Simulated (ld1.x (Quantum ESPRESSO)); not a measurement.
## Pb: excitation energies, all-electron against TM

lead (Pb), norm-conserving Troullier–Martins (Kleinman–Bylander form), made with ld1.x (Quantum ESPRESSO) 7.5 (BLYP, scalar-relativistic). Core [Xe] 4f14 5d10, reference 6s2 6p0 (charge +2). Waves: 6p (bound, empty): rc 2.40 bohr; 6d channel at 0.3 Ry: rc 2.60 bohr; 6s (bound): rc 1.55 bohr. Local part: the s channel. Core correction: Bessel-smoothed model core inside 1.50 bohr.

Energies are relative to the spin-unpolarised reference configuration 6s2 6p0; without spin polarisation the order of configurations can differ from experiment.

```csv
valence configuration,charge,ΔE all-electron (eV),error AE − PS (meV)
6s2 6p2,0,-20.033,-69
6s2 6p1,+1,-13.496,-25
6s0 6p4,0,-2.145,-90
6s2 6p2.3,-0.3,-20.809,-78
6s1 6p3,0,-11.290,-34
6s2 6p1.5,+0.5,-17.570,-49
```

Task: What are ΔE and the potential's error for 6s1 6p0?

Result: ΔE = 32.466 eV all-electron; the error (AE − PS) is -191 meV.

Levels in the configuration 6s1 6p3:

```csv
level,all-electron (eV),pseudo (eV)
6s,-13.058,-13.044
6p,-4.105,-4.085
```
